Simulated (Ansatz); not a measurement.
C₃H₅B (`CB1C=C1`) at its PBE0-D4/def2-TZVP geometry, where that method's forces vanish. Total charge 0; spin multiplicity 1.

| atom | x (Å) | y (Å) | z (Å) |
| --- | --- | --- | --- |
| C1 | -1.340 | 0.269 | 0.548 |
| B2 | 0.080 | -0.018 | -0.006 |
| C3 | 1.441 | 0.387 | -0.400 |
| C4 | 1.102 | -0.900 | -0.595 |
| H5 | -1.995 | 0.529 | -0.291 |
| H6 | -1.784 | -0.602 | 1.034 |
| H7 | -1.363 | 1.113 | 1.241 |
| H8 | 2.302 | 1.025 | -0.551 |
| H9 | 1.557 | -1.803 | -0.981 |

(1) For each bond, give half the difference of the two atoms' forces along it (eV/Å; positive pushes the atoms apart) under PBE-D4, r2SCAN-D4, B3LYP-D4, ωB97M-V in def2-TZVPP. (Best estimate.)

## Answers

(1) The calculation gave: 
```
 bond  length (Å)  PBE-D4  r2SCAN-D4  B3LYP-D4  ωB97M-V
C1–B2       1.551   -0.26      -0.07      0.05     0.11
C1–H5       1.096    0.15       0.00     -0.03    -0.07
C1–H6       1.092    0.13      -0.01     -0.03    -0.07
C1–H7       1.092    0.13      -0.01     -0.03    -0.07
B2–C3       1.473    0.30       0.10      0.03     0.04
B2–C4       1.474    0.29       0.10      0.03     0.04
C3–C4       1.346    0.43       0.17      0.10     0.14
C3–H8       1.082   -0.06      -0.07     -0.09    -0.14
C4–H9       1.082   -0.06      -0.07     -0.09    -0.13
```

B3LYP here is the variant with VWN-RPA as its local correlation; programs differ in this.

All numbers were calculated with Ansatz.
